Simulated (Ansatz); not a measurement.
The same path of CH$_{4}$Cl$_{2}$OTi (9 atoms, charge 0, multiplicity 1) was run twice with different band settings. Lost on the way: C3–H4. Made: Ti1–H4, Ti1–H8, O2–H4.

Level of theory: Ansatz, UKS LDA/def2-SVP.

Relaxed end points:

```xyz
9
Properties=species:S:1:pos:R:3
Ti -0.137 0.720 0.168
O -1.465 0.649 -0.935
C 0.682 -1.122 0.126
H 1.006 -1.352 -0.913
Cl 1.423 2.077 -0.485
Cl -0.766 1.041 2.219
H -2.217 0.984 -1.453
H 1.556 -1.134 0.815
H -0.081 -1.862 0.458
```

```xyz
9
Properties=species:S:1:pos:R:3
Ti 0.199 0.691 0.361
O -0.968 0.340 -1.280
C 0.617 -1.077 0.422
H -0.646 -0.595 -0.930
Cl 1.945 1.965 -0.023
Cl -1.331 1.208 1.820
H -1.923 0.464 -1.102
H 1.623 -0.884 -0.054
H 0.485 -2.112 0.786
```

Common settings: movable images 5; climbing image yes; spring 5.0 eV/Å²; start path through a guess of the saddle point; force threshold 0.03 eV/Å; iteration limit 60; end points relaxed.

| run | optimiser | largest step |
| --- | --- | --- |
| 1 | quadratic models (default) | default |
| 2 | fire | 0.5 Å |

Problem. What does each run give, and how far can it be trusted?

Solution. Run 1: converged after 19 iterations, highest image 2.138 eV above the first end. Neighbouring images differ by up to 1.5 eV, so the band resolves the path poorly. The top lies less than 8 meV above the higher end, about what the thresholds resolve: that end is a shoulder or a very shallow well. A vibrational analysis at the climbing image gives one clearly imaginary mode, 482i cm⁻¹: a first-order saddle point.
Run 2: not converged after 60 iterations, highest image 2.139 eV above the first end. The band didn't meet its force threshold, so its energies are provisional: the largest band force was still 0.16 eV/Å, and over the last iterations the top stayed at 2.14 eV.
The orbitals stay closed-shell, which can raise the energy where a bond breaks towards radicals; this wasn't checked here.
